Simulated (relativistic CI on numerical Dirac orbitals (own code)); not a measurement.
**Ru⁷⁺: resonant inelastic scattering at the L2,3 edge**

Computed with this model: Dirac-Coulomb-Breit CI, KLI orbitals optimised for each configuration, QED by a radiative potential, valence Slater integrals scaled by 0.8, Kramers-Heisenberg scattering through one core-hole configuration in a parametric crystal field; configurations [Kr] 4d → [He] 2s2 2p5 3s2 3p6 3d10 4s2 4p6 4d2; 80 K; core-hole width 0.96 eV; summed over polarisations. Incident energies are the highest absorption maxima for each field (at most a few, so the weaker spin-orbit partner edge can be absent), on the computed scale of the free ion. Intensities are in per cent of the strongest line above 0.02 eV; levels within 1 cm⁻¹ are merged; final levels count from the ground level, the first row holds all elastic scattering, lines under 0.4 are left out and each table stops after 24 rows. The scale of the Slater integrals is a model choice and moves the terms in proportion.

Field parameters in Wybourne normalisation: D3d B²₀ = −7Dσ, B⁴₀ = −14Dq − 21Dτ, B⁴₃ = −14√(10/7) Dq; D4h B²₀ = −7Ds, B⁴₀ = 21(Dq − Dt), B⁴₄ = 21√(5/14) Dq. The field is a parameter set, without covalency, and values of 10Dq over about 45,000 cm⁻¹ lie beyond real compounds.

S is read from ⟨S²⟩ = S(S + 1).

D3d, 10Dq = 56850, Dσ = 800, Dτ = 360 cm⁻¹:

```tsv
Final level (eV)	Degeneracy	Irrep	S	2853.8 eV	2859.6 eV	2861 eV
0.000	2	Γ4	0.50	763.8	474.5	873.5
0.520	2	Γ5+Γ6	0.50	100.0	61.9	51.4
0.765	2	Γ4	0.50	97.8	46.6	37.3
7.665	2	Γ5+Γ6	0.50	1.0	65.3	67.1
7.667	2	Γ4	0.50	0.9	46.7	50.5
```

D4h, 10Dq = 38950, Ds = 100, Dt = 160 cm⁻¹:

| Final level (eV) | Degeneracy | Irrep | S | 2854.8 eV | 2857.8 eV | 2859.5 eV |
| --- | --- | --- | --- | --- | --- | --- |
| 0.000 | 2 | Γ7 | 0.50 | 574.5 | 520.5 | 1159.5 |
| 0.043 | 2 | Γ6 | 0.50 | 52.8 | 25.1 | 98.6 |
| 0.353 | 2 | Γ7 | 0.50 | 71.2 | 40.4 | 78.5 |
| 4.794 | 2 | Γ6 | 0.50 | 1.6 | 48.1 | 64.0 |
| 4.943 | 2 | Γ7 | 0.50 | 2.3 | 35.9 | 100.0 |

D4h, 10Dq = 48300, Ds = 780, Dt = 840 cm⁻¹:

| Final level (eV) | Degeneracy | Irrep | S | 2854.5 eV | 2857.8 eV | 2860.3 eV |
| --- | --- | --- | --- | --- | --- | --- |
| 0.000 | 2 | Γ7 | 0.50 | 490.6 | 376.1 | 807.1 |
| 0.179 | 2 | Γ6 | 0.50 | 46.1 | 5.5 | 42.7 |
| 0.457 | 2 | Γ7 | 0.50 | 58.1 | 19.7 | 55.6 |
| 5.160 | 2 | Γ6 | 0.50 | 1.4 | 40.3 | 24.9 |
| 6.066 | 2 | Γ7 | 0.50 | 1.4 | 11.5 | 100.0 |

For the first field the strongest loss at the lowest incident energy is the level at 0.52 eV (S = 0.50, against 0.50 in the thermal ground state).
